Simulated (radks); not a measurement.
Question: Species: the nickel ion Ni8+. Configuration: [Ne] 3s1 3p6 3d3 (not the ground configuration). Calculated with a radial shooting solver on a logarithmic mesh with Libxc functionals: scalar-relativistic Kohn-Sham, LDA (Slater exchange, Perdew-Wang correlation), spin-polarised, spherical densities, finite nucleus; open shells are filled with parallel spins first; Fermi nuclear charge, rms radius 3.7757 fm. Some entries of the table are withheld. Estimate them.

| orbital | occ. | eigenvalue (hartree) | r(max) (bohr) | <r> (bohr) |
|---|---|---|---|---|
| 1s up | 1 | -308.2354 | 0.03546 | 0.05418 |
| 1s down | 1 | -308.2026 | 0.03546 | 0.05418 |
| 2s up | 1 | -43.15379 | 0.2049 | 0.2453 |
| 2s down | 1 | -43.01399 | 0.2048 | 0.2448 |
| 2p up | 3 | -38.15988 | (1) | 0.2154 |
| 2p down | 3 | -38.04657 | (2) | 0.2149 |
| 3s up | 1 | -10.47023 | 0.6196 | 0.6903 |
| 3s down | 0 | -10.20482 | 0.6212 | 0.6946 |
| 3p up | 3 | -8.96930 | 0.6169 | 0.6998 |
| 3p down | 3 | -8.70915 | 0.6189 | 0.7055 |
| 3d up | 3 | (3) | 0.5495 | 0.6919 |
| 3d down | 0 | (4) | 0.5524 | 0.7018 |

Answer: 
(1) 2p up r(max) (bohr): 0.1649
(2) 2p down r(max) (bohr): 0.1647
(3) 3d up eigenvalue (hartree): -6.57567
(4) 3d down eigenvalue (hartree): -6.31419
